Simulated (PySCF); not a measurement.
**Vanadium: highly charged ions in a basis for the neutral atom**

V⁷⁺ [Ne] 3s2 3p4, V⁸⁺ [Ne] 3s2 3p3. Computed with PySCF 2.14 in Sapporo-DKH3-DZP-2012 (6s5p3d1f, 43 functions), with scalar relativity by spin-free X2C-1e. No spin-orbit coupling, so a gap to NIST mixes the basis error with missing relativistic terms.

Changed run: basis of the neutral atom used for a highly charged ion. This setting is unsound on purpose.

```json
{"species": "V⁷⁺", "method": "UHF", "sound run (hartree)": "not run", "changed run (hartree)": "-932.17707", "converged": "yes"}
{"species": "V⁷⁺", "method": "TPSS", "sound run (hartree)": "not run", "changed run (hartree)": "-932.91760", "converged": "yes"}
{"species": "V⁸⁺", "method": "UHF", "sound run (hartree)": "not run", "changed run (hartree)": "-925.85974", "converged": "yes"}
{"species": "V⁸⁺", "method": "TPSS", "sound run (hartree)": "not run", "changed run (hartree)": "-926.53324", "converged": "yes"}
```

Ionisation energy of V⁷⁺:

| method | changed run (eV) | NIST (eV) |
| --- | --- | --- |
| UHF | 171.90 | 173.55 ± 0.21 |
| r2SCAN | 173.53 | 173.55 ± 0.21 |
| TPSS | 173.73 | 173.55 ± 0.21 |

The contracted functions were made for the neutral atom and can be too rigid for a highly charged ion.
